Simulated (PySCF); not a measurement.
C3H10Si (SMILES C[SiH](C)C), singlet, geometry from GFN2-xTB; WB97X/6-31G, TDA (PySCF).

PySCF was given this input:
```python
from pyscf import gto, scf, dft, tdscf

mol = gto.M(
    atom='''
Si    0.040734    0.174696    0.357608
C    -0.936326    1.325461   -0.801774
C     1.761773   -0.161380   -0.382764
C    -0.896684   -1.469599    0.559135
H     0.190939    0.818883    1.676275
H    -1.067203    0.883071   -1.785609
H    -1.924717    1.538080   -0.405530
H    -0.427080    2.275063   -0.936147
H     2.345948   -0.815353    0.257697
H     1.690961   -0.636869   -1.357270
H     2.323615    0.759238   -0.508968
H    -1.026678   -1.974212   -0.394403
H    -1.884301   -1.311466    0.981908
H    -0.364333   -2.149075    1.217957
''',
    basis='6-31g',
    charge=0,
    spin=0,
    verbose=4,
)

mf = dft.RKS(mol)
mf.xc = 'wb97x'
mf.kernel()
td = mf.TDA()
td.nstates = 5
td.kernel()
td.analyze()
```

Q: What does PySCF print? Leave out banner, timings and long lists.

A: 
```
PySCF version 2.14.0

[INPUT] verbose = 4
[INPUT] num. atoms = 14
[INPUT] num. electrons = 42
[INPUT] charge = 0
[INPUT] spin (= nelec alpha-beta = 2S) = 0
[INPUT] symmetry False subgroup None
[INPUT] Mole.unit = angstrom
[INPUT] Symbol           X                Y                Z      unit          X                Y                Z       unit  Magmom
[...]
nuclear repulsion = 173.767964118471
number of shells = 42
number of NR pGTOs = 152
number of NR cGTOs = 60
basis = 6-31g
ecp = {}

******** <class 'pyscf.dft.rks.RKS'> ********
method = RKS
initial guess = minao
damping factor = 0
level_shift factor = 0
DIIS = <class 'pyscf.scf.diis.CDIIS'>
diis_start_cycle = 1
diis_space = 8
diis_damp = 0
SCF conv_tol = 1e-09
SCF conv_tol_grad = None
SCF max_cycles = 50
direct_scf = True
direct_scf_tol = 1e-13
XC library pyscf.dft.libxc version 7.1.2
    S. Lehtola, C. Steigemann, M. J. T. Oliveira, and M. A. L. Marques,  SoftwareX 7, 1–5 (2018)
XC functionals = wb97x
    J.-D. Chai and M. Head-Gordon,  J. Chem. Phys. 128, 084106 (2008)
radial grids:
    Treutler-Ahlrichs [JCP 102, 346 (1995); DOI:10.1063/1.469408] (M4) radial grids

becke partition: Becke, JCP 88, 2547 (1988); DOI:10.1063/1.454033
pruning grids: <function nwchem_prune>
grids dens level: 3
symmetrized grids: False
atomic radii adjust function: <function treutler_atomic_radii_adjust>
small_rho_cutoff = 0
Set gradient conv threshold to 3.16228e-05
Initial guess from minao.
tot grids = 159616
init E= -409.832036943305
[...]
cycle= 1 E= -409.719738756795  delta_E= 0.112  |g|= 0.285  |ddm|=  2.9
[...]
cycle= 2 E= -409.735492162331  delta_E= -0.0158  |g|= 0.166  |ddm|= 0.398
[...]
cycle= 3 E= -409.74278185675  delta_E= -0.00729  |g|= 0.02  |ddm|= 0.142
[...]
cycle= 4 E= -409.742934466978  delta_E= -0.000153  |g|= 0.00196  |ddm|= 0.0391
[...]
cycle= 5 E= -409.742936346655  delta_E= -1.88e-06  |g|= 0.000434  |ddm|= 0.0053
[...]
cycle= 6 E= -409.742936453323  delta_E= -1.07e-07  |g|= 5.05e-05  |ddm|= 0.00147
[...]
cycle= 7 E= -409.742936455538  delta_E= -2.22e-09  |g|= 1.05e-05  |ddm|= 0.000214
[...]
cycle= 8 E= -409.742936455621  delta_E= -8.27e-11  |g|= 1.5e-06  |ddm|= 4.84e-05
[...]
Extra cycle  E= -409.742936455623  delta_E= -2.16e-12  |g|= 4.72e-07  |ddm|= 5.25e-06
converged SCF energy = -409.742936455623

******** <class 'pyscf.tdscf.rks.TDA'> for <class 'pyscf.dft.rks.RKS'> ********
nstates = 5 singlet
deg_eia_thresh = 1.000e-03
wfnsym = None
conv_tol = 1e-05
eigh lindep = 1e-12
eigh level_shift = 0
eigh max_cycle = 100

Excitation energies (eV)
[ 9.85527497  9.98896111  9.98900079 10.11564418 10.16048967]

** Singlet excitation energies and oscillator strengths **
Excited State   1:      9.85527 eV    125.80 nm  f=0.0000
      20 -> 22        0.31602
      20 -> 23       -0.37613
      21 -> 22        0.37652
      21 -> 23        0.31595
Excited State   2:      9.98896 eV    124.12 nm  f=0.0756
      19 -> 22        0.30123
      20 -> 22        0.39523
      20 -> 24        0.13807
      21 -> 23       -0.39517
      21 -> 24       -0.22040
Excited State   3:      9.98900 eV    124.12 nm  f=0.0757
      19 -> 23        0.30106
      20 -> 23       -0.39522
      20 -> 24        0.22043
      21 -> 22       -0.39521
      21 -> 24        0.13822
Excited State   4:     10.11564 eV    122.57 nm  f=0.0494
      19 -> 24       -0.17029
      20 -> 22        0.36422
      20 -> 23        0.30604
      21 -> 22       -0.30566
      21 -> 23        0.36428
Excited State   5:     10.16049 eV    122.03 nm  f=0.2567
      19 -> 22       -0.56554
      19 -> 23        0.10781
      20 -> 22        0.11228
      20 -> 24        0.20864
      21 -> 23       -0.11242
      21 -> 24       -0.25585

** Transition electric dipole moments (AU) **
state          X           Y           Z        Dip. S.      Osc.
  1         0.0003      0.0001     -0.0001      0.0000      0.0000
  2        -0.0642      0.4989     -0.2365      0.3090      0.0756
  3        -0.5496     -0.0338      0.0789      0.3094      0.0757
  4        -0.0453     -0.1951     -0.3992      0.1994      0.0494
  5        -0.2412      0.8970     -0.4107      1.0314      0.2567

** Transition velocity dipole moments (imaginary part, AU) **
state          X           Y           Z        Dip. S.      Osc.
  1         0.0001      0.0000     -0.0000      0.0000      0.0000
  2        -0.0193      0.1497     -0.0710      0.0278      0.0505
  3        -0.1649     -0.0102      0.0237      0.0279      0.0506
  4        -0.0120     -0.0519     -0.1061      0.0141      0.0253
  5        -0.0766      0.2851     -0.1305      0.1042      0.1860

** Transition magnetic dipole moments (imaginary part, AU) **
state          X           Y           Z
  1        -0.1305     -0.5591     -1.1452
  2        -0.5855     -0.0357      0.0843
  3         0.0684     -0.5319      0.2514
  4         0.0000      0.0002     -0.0002
  5         1.2501      0.2212     -0.2504
```
